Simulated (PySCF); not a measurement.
Heteronuclear NMR

Atoms are numbered as in `[CH2:1]=[CH:2][O:3]/[CH:4]=[C:5](\[Cl:6])[C:7](=[CH2:8])[SiH2:9][CH3:10]` (H(Xn): hydrogen on atom n). Ha(C8) is cis to C5; Ha(C1) is cis to O3; Hb(C8) is trans to C5; Hb(C1) is trans to O3.

PySCF calculation with PBE0/pcSseg-1 with gauge-including orbitals and structure optimised with GFN2-xTB; no solvent, one averaged value for each set of equivalent atoms, single conformer, relativity neglected.

(1) What are the 29Si shifts?

(2) Predict the 17O NMR data.

Results:

(1) 
```json
{"atoms": "Si9", "environment": "silicon bonded to 2 C, 2 H", "σ (ppm)": "389.6", "δ (ppm)": "-40.3"}
```

Shieldings were converted by a linear fit to measured shifts: 29Si: δ = 279.94 − 0.822σ (rms 8.9 ppm, 72 shifts, 25.8 ppm with the 6 outliers that the fit left out vs TMS, solution or neat liquid). A few per cent of atoms miss by over 2 rms, more outside the fitted compound classes.

On a 500 MHz spectrometer 29Si resonates near 99.3 MHz, so 1 ppm is 99.3 Hz.

(2) 
```csv
atoms,environment,σ (ppm),δ (ppm)
O3,ether oxygen,137.8,141.1
```

Shieldings were converted by a linear fit to measured shifts: 17O (scatter 10.7 ppm rms, 12.2 ppm with the 3 outliers that the fit left out vs liquid water, solution or neat liquid). Occasional misses reach two or three times the rms, and more in compound classes unlike the fitted ones.

On a 500 MHz spectrometer 17O resonates near 67.8 MHz, so 1 ppm is 67.8 Hz.
